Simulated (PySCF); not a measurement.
Vertical excitations of a molecule C3H9ClOSi from TDA-M06-2X/def2-SVPD in PySCF, as energy in eV (oscillator strength): 6.50 (0.003), 7.13 (0.008), 7.50 (0.009), 7.77 (0.032), 7.92 (0.146), 8.17 (0.072). Lowest triplet (TDA): 6.20 eV. Coordinates come from a PBE-D3(BJ)/def2-SVP optimisation. One conformer was computed; it need not be the lowest.

Question: Pick the molecule that these values belong to.
(A) [SiH3]OCCCCl
(B) CC(C)(O)[SiH2]Cl
(C) COC[Si@H](C)Cl
(D) C[Si](C)(Cl)CO

Answer: B, CC(C)(O)[SiH2]Cl
